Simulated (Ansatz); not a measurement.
```yaml
crystal:
  periodic: [false, false, false]
  atoms:
    - {symbol: O, position_ang: [-1.211521, -0.368057, -0.397118]}
    - {symbol: Al, position_ang: [0.138824, 0.300876, 0.109154]}
    - {symbol: I, position_ang: [2.326695, -0.835055, 0.289157]}
    - {symbol: H, position_ang: [-1.215342, -1.096970, -0.452529]}
    - {symbol: H, position_ang: [0.248001, 1.939407, 0.611361]}
basis:
  gaussian: {orbitals: LANL2DZ, fitting: {mean_field: cc-pVTZ-jkfit}}
hamiltonian: {xc: {name: B2GP-PLYP}}
accuracy: high
scf: {lower_state_search: off}
```

```sh
$ ansatz run in.yaml --threads 2 --pin off --events-out ev --progress --plain --max-ram 4352MiB
```

Shortened log:

```
Error: <dir> can't be read: No such file or directory (os error 2)
```
